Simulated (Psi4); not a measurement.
H2O, charge +1, doublet, at a GFN2-xTB geometry (a state made from the parent by changing its charge; the spin is typed, not shown lowest); CCSD/def2-SV(P) run with Psi4.

Here is a job for Psi4.
```
memory 2 GB

molecule mol {
1 2
O 
H  1 1.005337
H  1 1.005337 2 120.598541
}

set {
  basis def2-sv(p)
  reference uhf
}

energy('ccsd')
print_variables()
```

Problem. Predict the main parts of the log of this Psi4 run.

Solution. 
```
   => Loading Basis Set <=

    Name: DEF2-SV(P)
    Role: ORBITAL
    Keyword: BASIS

         ---------------------------------------------------------
                                   SCF
               by Justin Turney, Rob Parrish, Andy Simmonett
                          and Daniel G. A. Smith
                              UHF Reference
         ---------------------------------------------------------

  ==> Geometry <==

    Molecular point group: c2v
    Full point group: C2v

    Geometry (in Angstrom), charge = 1, multiplicity = 2:

       Center              X                  Y                   Z               Mass
    ------------   -----------------  -----------------  -----------------  -----------------
         O            0.000000000000     0.000000000000    -0.055746370778    15.994914619570
         H            0.000000000000    -0.873261058825     0.442367679123     1.007825032230
         H            0.000000000000     0.873261058825     0.442367679123     1.007825032230

  Running in c2v symmetry.

  Rotational constants: A =     37.95502  B =     10.96713  C =      8.50857 [cm^-1]
  Rotational constants: A = 1137862.75575  B = 328786.42214  C = 255080.64913 [MHz]
  Nuclear repulsion =    8.724876882170188

  Charge       = 1
  Multiplicity = 2
  Electrons    = 9
  Nalpha       = 5
  Nbeta        = 4

  ==> Algorithm <==

  SCF Algorithm Type is PK.
  DIIS enabled.
  MOM disabled.
  Fractional occupation disabled.
  Guess Type is SAD.
  Energy threshold   = 1.00e-08
  Density threshold  = 1.00e-08
  Integral threshold = 1.00e-12

  ==> Primary Basis <==

  Basis Set: DEF2-SV(P)
    Blend: DEF2-SV(P)
    Number of shells: 10
    Number of basis functions: 18
    Number of Cartesian functions: 19
    Spherical Harmonics?: true
    Max angular momentum: 2

  ==> Integral Setup <==

  Using in-core PK algorithm.
   Calculation information:
      Number of atoms:                   3
      Number of AO shells:              10
      Number of primitives:             20
      Number of atomic orbitals:        19
      Number of basis functions:        18

      Integral cutoff                 1.00e-12
      Number of threads:                 1

  Performing in-core PK
  Using 29412 doubles for integral storage.
  We computed 1540 shell quartets total.
  Whereas there are 1540 unique shell quartets.

  ==> DiskJK: Disk-Based J/K Matrices <==

    J tasked:                  Yes
    K tasked:                  Yes
[...]
  @UHF Final Energy:   -75.53862618784711
    Total Energy =                        -75.5386261878471146
[...]
              1   3         0.0027767312
              1   4        -0.0027092935
              3  13         0.0025867584

    Largest TIJAB Amplitudes:
      3   2   7   2        -0.0242773803
      4   3  11   7        -0.0185581909
      3   2   8   4        -0.0180629814
      4   3   9   7        -0.0176793318
      4   2  11   2        -0.0163664237
      4   2   9   2        -0.0161392242
      4   3   6   5        -0.0138105523
      3   1   7   3        -0.0118479333
      4   3   6   1        -0.0118307391
      2   1   3   2         0.0112563068

    Largest Tijab Amplitudes:
      3   2  10   2        -0.0160721042
      3   2  12   2        -0.0159436678
      2   1   9   7        -0.0114655037
      2   1   3   2         0.0104861498
      3   2  11   2        -0.0104108329
      3   2  13   4        -0.0102061212
      3   2  11   4        -0.0100577352
      3   1   7   6         0.0098362331
      2   1   2   0        -0.0094895299
      3   2   9   6         0.0078959612

    Largest TIjAb Amplitudes:
      2   2   2   2        -0.0450195042
      3   2   7   2        -0.0327071186
      4   3   9  10        -0.0320173962
      4   3  10  11        -0.0312457717
      3   1   1   7        -0.0277576601
      4   3   1   1        -0.0276490390
      3   1   0   7        -0.0255060416
      4   3   9  11        -0.0252129822
      4   3  10  10        -0.0244699562
      3   3   7  12        -0.0241636554

    SCF energy       (wfn)                    =  -75.538626187847115
    Reference energy (file100)                =  -75.538626187847186

    Opposite-spin MP2 correlation energy      =   -0.111773701931307
    Same-spin MP2 correlation energy          =   -0.034531609215331
    Singles MP2 correlation energy            =   -0.000000000000000
    MP2 correlation energy                    =   -0.146305311146637
      * MP2 total energy                      =  -75.684931498993819

    Opposite-spin CCSD correlation energy     =   -0.130173921402553
    Same-spin CCSD correlation energy         =   -0.032526733693944
    Singles CCSD correlation energy           =    0.000000000000000
    CCSD correlation energy                   =   -0.162700655096498
      * CCSD total energy                     =  -75.701326842943686

  Variable Map:
  ----------------------------------------------------------------------------
[...]
  Array Variable Map:
  ----------------------------------------------------------------------------
[...]
[...]
```
